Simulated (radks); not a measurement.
Removal energies from the chromium ion Cr+, [Ar] 3d5, by Delta-SCF beside the eigenvalue of the level emptied. Calculated with a radial shooting solver on a logarithmic mesh with Libxc functionals: scalar-relativistic Kohn-Sham, r2SCAN, spin-polarised, spherical densities, finite nucleus; meta-GGA in the generalised Kohn-Sham scheme; Fermi nuclear charge, rms radius of each element as measured or else 0.836 A^(1/3) + 0.57 fm. Open shells are filled with parallel spins first.

removed from       final configuration  Delta-SCF (eV)  -eigenvalue (eV)
3d                            [Ar] 3d4          17.376            10.999
3p                    [Ne] 3s2 3p5 3d5          55.941            49.529
3s                    [Ne] 3s1 3p6 3d5          85.728            79.221
2p            [He] 2s2 2p5 3s2 3p6 3d5          593.16            570.60
